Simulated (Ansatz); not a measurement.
System: H₂BO, charge 0, doublet. H2BO (SMILES B[O], doublet).
B3LYP-D3(BJ)/def2-TZVP minimum from Ansatz (a quantum-chemistry and plane-wave program):
```xyz
4

B      0.0438    -0.0198     0.5998
H     -0.8593     0.3906     1.2918
H      1.0358    -0.4704     1.1249
O     -0.0495     0.0223    -0.6769
```
Charge 0, spin multiplicity 2.

Total energies in aug-cc-pVTZ, 11 correlated electrons, 2 frozen orbitals. UHF or UKS for unpaired electrons; spin-orbit terms are left out. Cores are frozen in correlated methods. No relativity.

```tsv
method	program	energy (Eh)	minus CCSDT(Q) (mEh)
HF	Ansatz	-100.74037	344.60
MP2	Ansatz	-101.04115	43.82
CCSD	Ansatz	-101.07093	14.03
CCSD(T)	Ansatz	-101.08293	2.03
CCSDT(Q)	Ansatz	-101.08496	0.00
```

Rough core times of Ansatz's runs on a shared machine: CCSD(T) 30 s, CCSDT(Q) 2 h.
